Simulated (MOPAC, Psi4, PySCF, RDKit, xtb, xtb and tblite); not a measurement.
Two geometries of SMILES O=C(O)CC[SiH3], relaxed at GFN2-xTB with one dihedral held; other torsions can differ between them too.

Structure A

```
14

O      0.5694     0.6056    -1.4050
C      1.2794     0.4049    -0.4593
O      2.5988     0.6402    -0.5398
C      0.7646    -0.0848     0.8697
C     -0.5631    -0.8086     0.6937
Si    -1.8128     0.1698    -0.3806
H      3.0654     0.4417     0.2832
H      0.6197     0.8017     1.4968
H      1.5134    -0.7204     1.3558
H     -0.3762    -1.7785     0.2322
H     -0.9839    -1.0076     1.6787
H     -1.6093     1.6059    -0.2038
H     -1.8541    -0.2901    -1.7594
H     -3.1224    -0.1436     0.2238
```

Structure B

```
14

O      0.5860     0.6237    -1.4293
C      1.2808     0.3649    -0.4797
O      2.6099     0.4856    -0.5172
C      0.7642    -0.0961     0.8486
C     -0.5691    -0.8132     0.6865
Si    -1.8228     0.1628    -0.3822
H      2.9015     0.7989    -1.3889
H      0.6306     0.8022     1.4592
H      1.5241    -0.7142     1.3320
H     -0.3929    -1.7897     0.2345
H     -0.9833    -0.9993     1.6768
H     -1.6255     1.6002    -0.2086
H     -1.8486    -0.2809    -1.7685
H     -3.1370    -0.1618     0.2029
```

**Question.** Which is lower in energy at the level M06-2X/def2-TZVP // GFN2-xTB (Psi4), and by how much?

**Answer.** B is lower, by 21.14 kJ/mol (dihedral O1–C2–O3–H7: 180° in A, 0° in B).

E(B) − E(A) in kJ/mol at the other levels, on the same two geometries: GFN2-xTB (xtb and tblite) -25.50; MMFF94 // GFN2-xTB (RDKit) -31.74; PBE0/def2-TZVP // GFN2-xTB (Psi4) -20.10; PBE0-D3(BJ)/def2-TZVP // GFN2-xTB (Psi4) -19.85; PBE/def2-TZVP // GFN2-xTB (Psi4) -18.55; PBE-D3(BJ)/def2-TZVP // GFN2-xTB (Psi4) -18.22; UFF // GFN2-xTB (RDKit) -5.67; PM6, restricted, heats of formation // GFN2-xTB (MOPAC) -28.25; PM3, restricted, heats of formation // GFN2-xTB (MOPAC) -18.72; GFN1-xTB // GFN2-xTB (xtb) -26.68; restricted B3LYP/6-31G*, spherical d, density fitting // GFN2-xTB (PySCF) -23.53; restricted Hartree-Fock/3-21G // GFN2-xTB (PySCF) -33.69; restricted B3LYP/3-21G // GFN2-xTB (PySCF) -27.34; restricted MP2 (frozen core)/3-21G // GFN2-xTB (PySCF) -30.17.
